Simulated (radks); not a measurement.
The numbers below are computed, except where a source is named.
Ionisation of Xe3+, [Kr] 4d10 5s2 5p3, to Xe4+, [Kr] 4d10 5s2 5p2, under several functionals. Dirac Kohn-Sham, spin-unpolarised, spherical densities, finite nucleus; open shells are shared between the two j in proportion to 2j + 1; a radial shooting solver on a logarithmic mesh with Libxc functionals.

| functional | E(Xe3+) (hartree) | Exc (hartree) | IE (eV) | -e(HOMO) (eV) | <r> HOMO (bohr) | IE error (eV) |
|---|---|---|---|---|---|---|
| LDA (Slater exchange, VWN5 correlation) | -7441.63201 | -180.11409 | 42.682 | 36.664 | 2.026 | +0.482 |
| SOGGA | -7444.12951 | -182.64369 | 42.313 | 36.347 | 2.028 | +0.113 |
| BP86 | -7448.81954 | -187.38881 | 42.536 | 36.554 | 2.027 | +0.336 |
| exchange-only PBE | -7444.78610 | -183.30753 | 41.266 | 35.301 | 2.048 | -0.934 |
| BLYP | -7448.27623 | -186.83259 | 42.263 | 36.266 | 2.036 | +0.063 |
| HCTH/407 | -7452.15943 | -190.92168 | 42.640 | 36.666 | 2.023 | +0.440 |

NIST Atomic Spectra Database: 42.2 eV (measured). Closest: BLYP. The Delta-SCF values span 1.42 eV, the total energies 10.53 hartree. The highest occupied level is 5p3/2. Spin polarisation and multiplet splitting are left out, so open shells lie too high by an amount that depends on their filling. Sharing an open shell by 2j + 1 raises it above the true ground level by a part of the spin-orbit splitting, which enters the differences from NIST.

Beside tabulated values, note that spin-unpolarised runs miss the spin-polarisation part of the exchange energy of open shells.
